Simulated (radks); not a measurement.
Q: Pr4+, configuration [Kr] 4d10 4f1 5s2 5p5 5f1 (not the ground configuration). Method: scalar-relativistic Kohn-Sham, r2SCAN, spin-unpolarised, spherical densities, finite nucleus; meta-GGA in the generalised Kohn-Sham scheme; Fermi nuclear charge, rms radius 4.8919 fm; computed with a radial shooting solver on a logarithmic mesh with Libxc functionals. Some entries of the table are withheld. Estimate them.

| orbital | occ. | eigenvalue (hartree) | r(max) (bohr) |
|---|---|---|---|
| 1s | 2 | (1) | 0.01541 |
| 2s | 2 | -250.5022 | 0.08721 |
| 2p | 6 | -224.2454 | 0.07029 |
| 3s | 2 | -56.08516 | 0.2488 |
| 3p | 6 | (2) | (3) |
| 3d | 10 | -35.98833 | 0.2008 |
| 4s | 2 | -12.98960 | 0.5779 |
| 4p | 6 | -10.22493 | 0.6025 |
| 4d | 10 | -6.25041 | 0.6315 |
| 5s | 2 | -3.22412 | 1.308 |
| 5p | 5 | -2.46733 | 1.444 |
| 4f | 1 | -2.01008 | (4) |
| 5d | 0 | (5) | 1.768 |
| 6s | 0 | (6) | 2.898 |
| 5f | 1 | -0.67369 | 3.214 |

A: 
(1) 1s eigenvalue (hartree): -1541.219
(2) 3p eigenvalue (hartree): -47.72259
(3) 3p r(max) (bohr): 0.2437
(4) 4f r(max) (bohr): 0.6575
(5) 5d eigenvalue (hartree): -1.45099
(6) 6s eigenvalue (hartree): -1.16283
